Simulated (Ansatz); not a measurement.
Calculated with Ansatz (gas phase, PBE0-D4/def2-TZVP geometries, no zero-point term in ΔE). CBS: MP2 limit from def2 TZ/QZ plus the TZ coupled-cluster correction, frozen cores. This one scheme is used for every species. Functionals use def2-TZVPP. B3LYP here is the variant with VWN-RPA as its local correlation; programs differ in this. For Ge outer-core shells are correlated without core-valence functions, which leaves a few kJ/mol of doubt a bond. Scalar relativity is left out up to krypton. Each species was taken in one conformer, which may not be the lowest.

Reaction (formal hydrolysis of a Ge–C bond): `N[SiH2][CH2][GeH2][NH2]` + H₂O → `[NH2][GeH2][OH]` + `C[SiH2]N`

| level | ΔE (kJ/mol) | difference from CCSD(T)/CBS |
| --- | --- | --- |
| PBE-D4 | -23.4 | -0.4 |
| r2SCAN-D4 | -32.0 | -9.0 |
| PBE0-D4 | -23.0 | 0.0 |
| ωB97X-V | -32.5 | -9.5 |
| B2PLYP | -38.4 | -15.4 |
| r2SCAN | -34.8 | -11.8 |
| B3LYP | -45.1 | -22.1 |
| HF/def2-TZVPP | -55.7 | -32.7 |
| MP2/def2-TZVPP | -22.8 | 0.2 |
| SCS-MP2/def2-TZVPP | -31.0 | -8.0 |
| CCSD/def2-TZVPP | -28.1 | -5.1 |
| CCSD(T)/def2-TZVPP | -24.5 | -1.5 |
| HF/def2-QZVPP | -57.7 | -34.7 |
| MP2/def2-QZVPP | -22.6 | 0.4 |
| HF/CBS(def2) | -58.0 | -35.0 |
| MP2/CBS(def2) | -21.3 | 1.7 |
| CCSD(T)/CBS | -23.0 | 0 |

Largest T1 diagnostic among the species: 0.011.

In def2-TZVPP, CCSD(T) changes the Hartree–Fock value by +31.2 kJ/mol (the triples alone add +3.6 kJ/mol) and MP2 by +32.9 kJ/mol. The D4 term adds +15.1 kJ/mol with B3LYP and +8.7 kJ/mol with PBE0; it sums over pairs of atoms, weighted by their polarisabilities, and B3LYP, whose exchange is more repulsive, gets the larger term.
